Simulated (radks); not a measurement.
Values are calculated unless marked as measured or tabulated.
Cr4+, configuration [Ne] 3s2 3p5.5 3d2 4f0.5 (fractional occupations, a model configuration).

Code: a radial shooting solver on a logarithmic mesh with Libxc functionals. Model: non-relativistic Kohn-Sham, exchange-only B88, spin-unpolarised, spherical densities, point nucleus.

Energy parts (eV):
| part | energy |
|---|---|
| total | -28245.299 |
| kinetic | 28245.299 |
| electron-nucleus | -65804.271 |
| Hartree | 10552.386 |
| exchange | -1238.713 |

Orbitals (lengths in bohr, moments of r in powers of bohr; r(max) is where P^2 peaks):
| orbital | occ. | eigenvalue (eV) | <r^2> | <r^4> | r(max) | <1/r> |
|---|---|---|---|---|---|---|
| 1s | 2 | -5906.385 | 0.005527 | 0.00007805 | 0.04224 | 23.52 |
| 2s | 2 | -728.7718 | 0.1034 | 0.01867 | 0.2461 | 4.980 |
| 2p | 6 | -630.1210 | 0.08365 | 0.01426 | 0.1987 | 4.926 |
| 3s | 2 | -136.8297 | 0.8794 | 1.215 | 0.7708 | 1.610 |
| 3p | 5.5 | -108.6522 | 0.9625 | 1.538 | 0.7798 | 1.506 |
| 3d | 2 | -63.4516 | 1.185 | 2.810 | 0.7482 | 1.272 |
| 4f | 0.5 | -17.2686 | 14.84 | 335.3 | 3.233 | 0.3165 |

The highest occupied level is 4f at -17.269 eV. Virial ratio -V/T = 2.00000. The density falls to 0.001 e/bohr^3 at r = 3.55 bohr. Summed over all electrons, <r^2> = 17.56 bohr^2, which gives a Langevin (diamagnetic) susceptibility term of -13.9 x 10^-6 cm^3/mol.
